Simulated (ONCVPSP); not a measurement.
What one change does to a pseudopotential (rubidium, ONCV)

- Element: rubidium (Rb)
- Generator: ONCVPSP 4.0.1
- Type: optimised norm-conserving Vanderbilt (ONCV)
- Functional: PBE
- Relativity: scalar-relativistic
- Frozen core: [Ar] 3d10
- Valence charge: 9
- Reference configuration: 4s2 4p6 5s1
- Partial waves: 4s+5s: rc 2.55 bohr, ncon 4, nbas 7, qcut 4 1/bohr, 2 projectors; 4p: rc 1.65 bohr, ncon 4, nbas 7, qcut 4.6 1/bohr, 1 projector; d scattering state at 0.07 Ha: rc 2.60 bohr, ncon 4, nbas 8, qcut 4.2 1/bohr, 1 projector
- Local potential: polynomial inside 1.25 bohr (lpopt 5, dvloc0 6 Ha)
- Core correction: none

All-electron outer shells of the reference configuration (PBE, scalar-relativistic, ld1.x):

| shell | level (eV) | outermost node (bohr) | outermost maximum (bohr) |
| --- | --- | --- | --- |
| 3d | -103.96 | – | 0.39 |
| 4s | -31.89 | 0.62 | 1.25 |
| 4p | -15.96 | 0.64 | 1.42 |
| 5s | -2.23 | 1.79 | 4.38 |

Change: s: qcut 5.9.

Cutoffs: the cutoffs (Ha) at which the residual kinetic energy of the hardest occupied pseudo-wave falls to 1 and 0.1 mHa per electron; they do not see the model core or the augmentation charge, which bear on the density cutoff. Errors are all-electron minus pseudo energies relative to the spin-unpolarised reference configuration.

Q: How do hardness, ghosts and transferability respond?

A: The potential gets neither clearly harder nor softer (22 Ha and 50 Ha → 22 Ha and 50 Ha); the p channel sets the loose cutoff, while the largest relative change is in s, which becomes harder; of the 4 tests that both files solve, the error grows in 0 and shrinks in 1 by more than 15 % and 0.3 meV (median size 1.5 → 0.6 meV); neither file shows a bound ghost.

| quantity | base | changed |
| --- | --- | --- |
| cutoff, loose | 22 Ha | 22 Ha |
| cutoff, tight | 50 Ha | 50 Ha |
| loose cutoff by channel | s 3.6 Ha, p 22 Ha | s 8.7 Ha, p 22 Ha |
| bound ghosts | none | none |
| GHOST(+) flags under 300 eV | none | none |
| error for 4s2 4p6 5s0, meV [ΔE 4.15 eV] | -0.3 | -0.2 |
| error for 4s2 4p6 5s0.5, meV [ΔE 1.58 eV] | -0.1 | -0.1 |
| error for 4s2 4p6 5s0 5p1, meV [ΔE 1.52 eV] | +2.7 | +2.8 |
| error for 4s2 4p5 5s1, meV [ΔE 21.14 eV] | +3.9 | +1.0 |
| s: phases at 2.59 bohr within 0.05 rad from the reference energy up to (Ha; the scan ends near 5) | 3.0 | 3.6 |
| p: phases at 1.67 bohr within 0.05 rad from the reference energy up to (Ha; the scan ends near 5) | 2.3 | 2.3 |
| d: phases at 2.63 bohr within 0.05 rad from the reference energy up to (Ha; the scan ends near 5) | 1.6 | 1.6 |
